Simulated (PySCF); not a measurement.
Match the calculated data to a structure.

All candidates are C5H9FO.

* 1H NMR: chemical shifts (computed TMS as zero) by class: 6.52 (1 H), 5.21 (2 H), 4.30 (2 H), 1.95 (3 H), 0.87 (1 H) ppm [GIAO PBE0/pcSseg-1]
* NMR, other nuclei: isotropic shieldings of nuclei other than C and H, by class: 288 (1 O), 407 (1 F) ppm [GIAO PBE0/pcSseg-1]
* Rotational structure: rotational constants A, B, C: 3.478, 2.027, 1.442 GHz [GFN2-xTB]
* Dipole: 3.26 D [PBE0/pcSseg-1]
* 13C NMR: chemical shifts (computed TMS as zero) by class: 145.1 (1 C), 143.3 (1 C), 85.5 (1 C), 62.6 (1 C), 27.0 (1 C) ppm [GIAO PBE0/pcSseg-1]

Electronic properties: PySCF, gas phase, density fitting. Levels stand in brackets. One conformer (not necessarily the lowest) at the GFN2-xTB geometry, without solvent, vibrations or thermal averaging. Each NMR value is the plain mean over a class of atoms that symmetry, rotation or inversion makes alike.

**Question.** Which candidate is it?
A. `CCCCC(=O)F`
B. `COC(F)=C(C)C`
C. `C/C(=C/CO)CF`
D. `C/C(=C\F)CCO`
E. `CC[C@@H](F)CC=O`

**Answer.** C. It is `C/C(=C/CO)CF`. Numbering: `[CH3:1]/[C:2](=[CH:3]/[CH2:4][OH:5])[CH2:6][F:7]`. Its formula, C5H9FO, gives 1 degree of unsaturation: 0 rings and 1 π bond in the structure found. 5 carbons fall into 5 classes; from least to most shielded: fully substituted alkene carbon [C2] (145.1 ppm), alkene CH carbon [C3] (143.3 ppm), sp3 C–F carbon [C6] (85.5 ppm), carbinol carbon (C–OH) [C4] (62.6 ppm), allylic carbon [C1] (27.0 ppm). Hydrogen classes from least to most shielded: 1 H on an alkene CH carbon, C3 (6.52 ppm), 2 H on an sp3 C–F carbon, C6 (5.21 ppm, a mean of values up to 0.8 ppm apart in this geometry), 2 H on a carbinol carbon (C–OH), C4 (4.30 ppm), 3 H on an allylic carbon, C1 (1.95 ppm), 1 H on an alcohol oxygen, O5 (0.87 ppm). The other shieldings belong to: 288 ppm, alcohol oxygen [O5]; 407 ppm, alkyl fluorine [F7]. The optimised geometry has point group C1 and is an asymmetric top.

The others, at the same levels:
- `CC[C@@H](F)CC=O` fails: its computed 13C shifts are 205.2 (1 C), 93.4 (1 C), 56.6 (1 C), 33.2 (1 C), 12.6 (1 C) ppm, 1H shifts are 10.05 (1 H), 4.95 (1 H), 3.12 (1 H), 2.71 (1 H), 1.73 (1 H), 1.33 (1 H), 1.23 (3 H) ppm and rotational constant A is 3.862 GHz (against 3.478 GHz).
- `CCCCC(=O)F` fails: its computed 13C shifts are 171.6 (1 C), 37.7 (1 C), 32.2 (1 C), 27.0 (1 C), 16.8 (1 C) ppm, 1H shifts are 2.52 (2 H), 1.68 (2 H), 1.34 (2 H), 1.08 (3 H) ppm and rotational constant A is 4.788 GHz (against 3.478 GHz).
- `COC(F)=C(C)C` fails: its computed 13C shifts are 164.0 (1 C), 91.7 (1 C), 56.5 (1 C), 17.8 (1 C), 17.2 (1 C) ppm, 1H shifts are 3.85 (3 H), 1.72 (3 H), 1.68 (3 H) ppm and rotational constant A is 4.294 GHz (against 3.478 GHz).
- `C/C(=C\F)CCO` fails: its computed 13C shifts are 153.7 (1 C), 123.0 (1 C), 61.6 (1 C), 39.2 (1 C), 14.5 (1 C) ppm, 1H shifts are 6.81 (1 H), 3.62 (2 H), 2.03 (2 H), 1.88 (3 H), 1.17 (1 H) ppm and rotational constant A is 3.893 GHz (against 3.478 GHz).

Each candidate is one conformer, not necessarily the lowest. The conformers computed, where there is a choice (atom-mapped SMILES and torsion angles):
- `[CH3:1]/[C:2](=[CH:3]/[CH2:4][OH:5])[CH2:6][F:7]`: C2–C3–C4–O5 88°, C1–C2–C6–F7 124°, H–O5–C4–C3 -64°
- `[CH3:1][CH2:2][C@@H:3]([F:4])[CH2:5][CH:6]=[O:7]`: C1–C2–C3–F4 63°, C2–C3–C5–C6 75°, C3–C5–C6–O7 2°
- `[CH3:1][CH2:2][CH2:3][CH2:4][C:5](=[O:6])[F:7]`: C1–C2–C3–C4 178°, C2–C3–C4–C5 63°, C3–C4–C5–O6 -120°
- `[CH3:1][O:2][C:3]([F:4])=[C:5]([CH3:6])[CH3:7]`: C1–O2–C3–F4 38°
- `[CH3:1]/[C:2](=[CH:3]\[F:4])[CH2:5][CH2:6][OH:7]`: C1–C2–C5–C6 -86°, C2–C5–C6–O7 -66°, H–O7–C6–C5 57°
